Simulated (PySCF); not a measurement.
SMILES CB(C)C[Si](F)(F)F at its GFN2-xTB optimised geometry (Å):

```
16

Si     1.2837     0.7714     0.0000
F      0.9089     0.3001    -1.4719
F      2.8749     0.7714     0.0000
F      0.9096     2.3168     0.0000
C      0.4844    -0.2242     1.3678
B     -1.0876    -0.2274     1.1681
C     -1.9433     0.9229     1.8153
C     -1.7548    -1.3493     0.2916
H      0.7677     0.2252     2.3207
H      0.9047    -1.2305     1.3486
H     -2.2201     0.6340     2.8303
H     -2.8749     1.1161     1.2889
H     -1.4004     1.8616     1.9018
H     -2.8142    -1.4911     0.4905
H     -1.6730    -1.0487    -0.7542
H     -1.2633    -2.3168     0.3656
```

Calculation: PySCF with B3LYP/def2-TZVP. Cells within 0.4 Å of a nucleus heavier than hydrogen are left out (blank, or x).

Map of the Laplacian of the electron density (e/bohr⁵), clipped to [-1.50, 1.50] on the plane z = 1.5 Å:

```
|4444444444444444444444444444444|
|4444444444444444444444444444444|
|4444444444444444444444444444444|
|4444444444444444444444444444444|
|4444444444444444444444444444444|
|4444444444444444444444444444444|
|4444444444444444444444444444444|
|4444444444444444444444444444444|
|4444444444444444444444444444444|
|4444444444444444444444444444444|
|4444444444344444444444444444444|
|4444443233344444444444444444444|
|444444200x544444444444444444444|
|4444444336034444444444444444444|
|4444444443223444434444444444444|
|4444444444359332xx3444444444444|
|444444444449x331xx4444444444444|
|4444444444445444303444444444444|
|4444444444444444411444444444444|
|4444444444444444430444444444444|
|4444444444444444444444444444444|
|4444444444444444444444444444444|
|4444444444444444444444444444444|
|4444444444444444444444444444444|
|4444444444444444444444444444444|
|4444444444444444444444444444444|
|4444444444444444444444444444444|
|4444444444444444444444444444444|
|4444444444444444444444444444444|
|4444444444444444444444444444444|
|4444444444444444444444444444444|
```
Scale: ten equal steps from -1.06 (start of '0') to 1.50 (end of '9'), in the order '0123456789'; x runs from -5.00 to 5.00, y from -5.00 (bottom) to 5.00 (top).
